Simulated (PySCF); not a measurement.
## MCl for M along group 14

CCSD(T) with double-zeta basis sets in PySCF, for the lowest determinant that a PBE0 search found; no spin–orbit coupling. De refers to high-spin ground-configuration atoms.

```csv
M,basis,"reference, frozen orbitals",state (unpaired electrons),Re (Å),ωe (cm⁻¹),De (eV)
C,def2-SVPD,"UHF, 6",doublet (π ↑),1.676,853,3.67
Si,def2-SVPD,"UHF, 10",doublet (π ↑),2.118,506,3.91
Ge,cc-pVDZ-PP/cc-pV(D+d)Z,"UHF, 9",doublet (π ↑),2.203,400,3.51
Sn,x2c-SVPall,"UHF, 23",doublet (π ↑),2.396,360,3.34
Pb,def2-SVP,"UHF, 9",doublet (π ↑),2.499,324,3.15
```

The shortest bond is that of CCl (1.676 Å), the longest that of PbCl (2.499 Å).

The rows differ in basis set, which adds steps of its own.

Relativity is treated differently too: C no relativity; Si no relativity; Ge scalar-relativistic core potentials; Sn spin-free X2C; Pb scalar-relativistic core potentials.

Down a group bonds as a rule get longer and wavenumbers fall, partly through the reduced mass; this series shows no clear exception.

Correlated steps freeze the inner cores (6 to 23 orbitals); shallow outer-core shells are correlated. Correlated levels converge slowly with the basis: in double zeta they bind strong bonds too weakly, by up to about 1 eV, and carry superposition errors of some tenths. These are scalar-relativistic numbers at best; spin–orbit coupling would shift them, the dissociation energy most. States were picked by a PBE0 search and need not be the measured ground states.
